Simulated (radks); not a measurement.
Results of a calculation; reference values are marked as such.
Spin polarisation of the 4f6 shell in Sm. Start: [Xe] 4f(up 3, down 3) 6s2; electrons of 4f are moved from spin down to spin up, other shells keep equal spins. Code: a radial shooting solver on a logarithmic mesh with Libxc functionals. Model: non-relativistic Kohn-Sham, PBE, spin-polarised, spherical densities, point nucleus.

moment (Bohr magnetons),E - E(0) (eV),e(4f up) (eV),e(4f down) (eV),6s down minus up (eV),5p down minus up (eV),5s down minus up (eV)
0,0.000,-5.706,-5.706,0.000,0.000,0.000
1,-0.179,-6.046,-5.331,0.027,0.298,0.385
2,-0.715,-6.350,-4.920,0.054,0.597,0.770
3,-1.609,-6.616,-4.474,0.082,0.898,1.158
4,-2.857,-6.842,-3.990,0.111,1.201,1.548
5,-4.459,-7.022,-3.467,0.140,1.508,1.942
6,-6.412,-7.152,-2.901,0.171,1.820,2.341

At moment 6 the spin-polarisation energy is -6.412 eV and the 4f exchange splitting 4.251 eV, that is 0.709 eV per Bohr magneton; E = -I m^2/4 would give I = 0.712 eV.
